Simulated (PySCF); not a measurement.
C5H9N. Atoms are numbered in the order given.

```xyz
15

C      3.0553     0.6389     0.2733
C      1.9221    -0.0137     0.2358
C      0.7858    -0.6643     0.1899
C     -0.4389    -0.1975    -0.5440
N     -1.5830    -0.1743     0.3365
C     -2.8133     0.2054    -0.3095
H      3.2640     1.3723     1.0598
H      3.8338     0.4709    -0.4787
H      0.6905    -1.6153     0.7301
H     -0.2270     0.7761    -1.0385
H     -0.6565    -0.9132    -1.3594
H     -1.3900     0.4368     1.1267
H     -2.7815     1.1895    -0.8280
H     -3.0871    -0.5483    -1.0666
H     -3.6310     0.2380     0.4260
```

Geometry optimised at PBE0-D3(BJ)/def2-SVP. Other conformers were not sampled.

These are PySCF with B3LYP/pcSseg-1 values and carry that method's errors.

GIAO shieldings, no solvent; atoms alike by connectivity are averaged. δ = σ(ref) − σ: ¹³C against TMS (σ = 181.3 ppm); ¹⁵N against NH3 (σ = 265.5 ppm); ¹H against TMS (σ = 31.68 ppm), references at their B3LYP-D3(BJ)/def2-TZVP geometries, non-relativistic.

```csv
nucleus,atoms,count,δ (ppm)
¹³C,C2,1,227.0
¹³C,C3,1,99.5
¹³C,C1,1,80.1
¹³C,C4,1,58.9
¹³C,C6,1,41.2
¹⁵N,N5,1,54.8
¹H,H9,1,5.77
¹H,"H7, H8",2,5.11
¹H,"H10, H11",2,3.34
¹H,"H13, H14, H15",3,2.80
¹H,H12,1,-0.17
```
